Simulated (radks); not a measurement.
The table gives one normalised radial function P(r) = r R(r) (large component) of Mo26+ in [Ne] 3s2 3p4 (r in bohr). All-electron calculation, Dirac Kohn-Sham, PBE, spin-unpolarised, spherical densities, finite nucleus; open shells fill j = l - 1/2 first; Fermi nuclear charge, rms radius 4.4091 fm. Program: a radial shooting solver on a logarithmic mesh with Libxc functionals.

r	P
0.001663	0.3160
0.002309	0.4197
0.00323	0.5547
0.004485	0.7163
0.006225	0.9036
0.008642	1.1019
0.01209	1.2807
0.01679	1.3678
0.0233	1.2722
0.03235	0.8802
0.04527	0.0895
0.06284	-0.9993
0.08724	-2.0932
0.1211	-2.6852
0.1695	-2.3897
0.2352	-1.4408
0.3266	-0.5375
0.4533	-0.1063
0.6344	-0.0083
0.8806	-0.0002
1.222	0.0000

Which n and l does it have? It may be an empty orbital.

Answer. n = 2, l = 0: the number of nodes gives n - l - 1 = 1, the rise at small r points to l (this Dirac orbital starts outside the nucleus as r^gamma with gamma = sqrt((l + 1)^2 - (Z/c)^2) = 0.95; the j = 1/2 orbital of l + 1 starts with the same power, but with a smaller coefficient, and then steepens), and the extent must fit the shell. The curve is that of 2s1/2. 2s1/2: eigenvalue -3988.3 eV, 1 radial node at r = 0.0467 bohr, <r> = 0.152 bohr, 90 % of the charge inside 0.234 bohr.
